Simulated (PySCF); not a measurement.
Dissociation curve of SMILES F[SiH3] (H3FSi), singlet. The Si1–F5 bond (Si1 also carries H, H, H; F5 carries nothing else) is pulled apart rigidly from the PBE0/def2-TZVP optimised geometry.

Computed with CCSD(T) on UHF/6-31G, 6 core orbitals frozen (PySCF).

**Question.** Relative to R = 1.70 Å, what are the energies at R = 1.28, 1.56, 3.95, 4.83 Å?

**Answer.** 546.3 kJ/mol at 1.28 Å, 39.3 kJ/mol at 1.56 Å, 467.9 kJ/mol at 3.95 Å, 470.7 kJ/mol at 4.83 Å.

The unrestricted determinant behind UCCSD(T) is spin-contaminated at 2.40 to 5.59 Å (<S²> up to 1.0, against 0.00 for a pure singlet).
